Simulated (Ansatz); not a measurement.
Geometry optimisation, RKS r2SCAN-D4/def2-SVP in Ansatz.

The input (input.yaml):

```yaml
crystal:
  periodic: [false, false, false]
  atoms:
    - { symbol: O, position_ang: [-0.4113, 0.3901, -0.2162] }
    - { symbol: Cu, position_ang: [0.813, -0.2788, 0.5296] }
    - { symbol: Cl, position_ang: [1.4353, -1.1757, 0.8747] }
    - { symbol: H, position_ang: [-1.3461, 0.3252, -0.0227] }
    - { symbol: H, position_ang: [-0.4409, 0.6655, -1.2069] }
basis:
  gaussian: { orbitals: def2-SVP }
hamiltonian:
  xc: r2scan
  dispersion: d4
relax:
  f_tol: 0.015
  max_steps: 40
output:
  orbitals: {}
```

Run as:

```bash
$ ansatz run input.yaml --threads 1 --pin off --max-ram 2048MiB --backend cpu --events-out ev --progress --plain --runs-dir out
```

Question: Where does it end, and by what steps?

Answer: It converged. After 9 steps the energy has fallen by 41.450 eV; Cl3 moved furthest, 0.94 Å. The start is strongly strained (largest force component 137 eV/Å).

| step | energy less start (eV) | largest force component (eV/Å) | accepted |
| --- | --- | --- | --- |
| 0 | 0.0000 | 137.409 | yes |
| 1 | -31.0844 | 32.832 | yes |
| 2 | -37.5619 | 14.202 | yes |
| 3 | -40.3007 | 4.943 | yes |
| 4 | -41.2434 | 1.078 | yes |
| 5 | -41.4266 | 0.542 | yes |
| 6 | -41.4425 | 0.491 | yes |
| 7 | -41.4424 | 0.443 | no |
| 8 | -41.4491 | 0.129 | yes |
| 9 | -41.4504 | 0.014 | yes |

```xyz
5
Properties=species:S:1:pos:R:3
O -0.639 0.723 -0.346
Cu 0.704 -0.406 0.454
Cl 2.135 -1.642 1.299
H -1.552 0.473 -0.137
H -0.597 0.779 -1.312
```

Run time: 24 s on 1 thread of Intel(R) Xeon(R) 6975P-C (Granite Rapids), with other jobs on the host, peak memory 0.16 GiB.
